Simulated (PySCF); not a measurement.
What an electron can do to GeBr

PBE in PySCF with def2-TZVPPD on every atom, for the lowest determinant that a PBE0 search found; no spin–orbit coupling.

```tsv
species	state (unpaired electrons)	Re (Å)	ωe (cm⁻¹)	energy of the minimum from the neutral (eV)	De (eV)	dissociates to
GeBr	doublet (π ↑)	2.347	285	0.00	3.89	Ge + Br
GeBr⁺	singlet (closed shell)	2.228	354	7.18	4.61	Ge⁺ + Br
GeBr⁻	triplet (π ↑↑)	2.545	195	-1.36	1.75	Ge + Br⁻
```

Task: Work out the lowest energy to break GeBr into atoms, from its vibrational ground state.

Result: D0 = De − ωe/2 = 3.89 − 0.02 = 3.87 eV (PBE/def2-TZVPPD).

Task: Work out the ionisation energy of the Ge atom at this level and the threshold of dissociative ionisation.

Result: IE(Ge) = 7.18 + 4.61 − 3.89 = 7.90 eV, so Ge⁺ + Br + e⁻ appears at D0 + IE(Ge) = 11.77 eV (PBE/def2-TZVPPD). The measured IE(Ge) is 7.899 eV (NIST ASD).

Task: Work out the electron affinity of the Br atom and the threshold of dissociative attachment.

Result: EA(Br) = 3.89 − 1.75 − (-1.36) = 3.50 eV, so Ge + Br⁻ needs D0 − EA(Br) = 0.37 eV (PBE/def2-TZVPPD). The measured EA(Br) is 3.364 eV.

Task: At which energy does ion-pair formation open?

Result: Ge⁺ + Br⁻ lies at D0 + IE(Ge) − EA(Br) = 8.27 eV (PBE/def2-TZVPPD).

These are thermodynamic thresholds; the onsets seen under electron impact lie higher where the geometry changes, and cross-sections peak well above them.

Spin–orbit coupling is left out. For an ion De counts to the pair picked by the measured ionisation energies or electron affinities, which need not be the lowest pair at this level. The highest Kohn–Sham level is positive in this anion. Much of that is self-interaction error, but it also means that the finite basis helps to hold the extra electron. States were picked by a PBE0 search and need not be the measured ground states.
